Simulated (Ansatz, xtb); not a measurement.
# Two isomers of C4H9ClGeO

Structure a is `Cl[C@@H]1COC[C@@H]1[GeH3]`, a singlet and structure b is `Cl[C@@H]1CO[C@@H]([GeH3])C1`, a singlet. Both are isolated molecules in the gas phase, relaxed with PBE0-D3(BJ)/def2-SVP; each stands in its lowest conformer found.

Estimate which is lower in electronic energy at CCSD(T)/def2-SVP + ΔMP2/def2-TZVPP, and by roughly how much.

The CCSD(T)/def2-SVP + ΔMP2/def2-TZVPP calculation puts structure a lower, by 7.76 kJ/mol.

The same difference at several levels:

```tsv
level	geometry	E(b) − E(a) (kJ/mol)	departure from the last row (kJ/mol)	job, with rough time for the two
GFN2-xTB	GFN2-xTB	+8.96	+1.21	optimisation, 0.45 s
HF/STO-3G	GFN2-xTB	−8.73	−16.48	single point, 1.2 s
r2SCAN-D4/def2-SVP	GFN2-xTB	−0.05	−7.81	single point, 11 s
PBE0-D3(BJ)/def2-SVP	PBE0-D3(BJ)/def2-SVP	+8.22	+0.46	optimisation, 5.3 min
HF/def2-SVP	PBE0-D3(BJ)/def2-SVP	+6.61	−1.15	part of the CCSD(T) run
MP2/def2-SVP	PBE0-D3(BJ)/def2-SVP	+10.19	+2.43	part of the CCSD(T) run
CCSD(T)/def2-SVP	PBE0-D3(BJ)/def2-SVP	+8.88	+1.12	single point
CCSD(T)/def2-SVP + ΔMP2/def2-TZVPP	PBE0-D3(BJ)/def2-SVP	+7.76		single point, 6.1 min
```

As drawn, both hold the same kinds of bond in the same numbers.

HF/STO-3G puts the two in the other order. r2SCAN-D4/def2-SVP finds them nearly level. The largest departure from CCSD(T)/def2-SVP + ΔMP2/def2-TZVPP is that of HF/STO-3G, 16.48 kJ/mol. The last row adds to CCSD(T) the change of the MP2 difference between the two basis sets, here −1.12 kJ/mol.

With thermal terms from frequencies at re-optimised GFN2-xTB minima (ideal gas, soft modes damped towards free rotors, one conformer each, 298.15 K, 1 atm): the zero-point term adds −2.01 kJ/mol; ΔH is +6.83 and ΔG +2.95 kJ/mol.

The correlated steps freeze 19 core orbitals; the filled d shell of Ge is correlated, in a basis made for valence electrons. Run with Ansatz 0.2.0, xtb 6.7.1; the last row on 2 threads of Arm Neoverse V1 on a shared host.
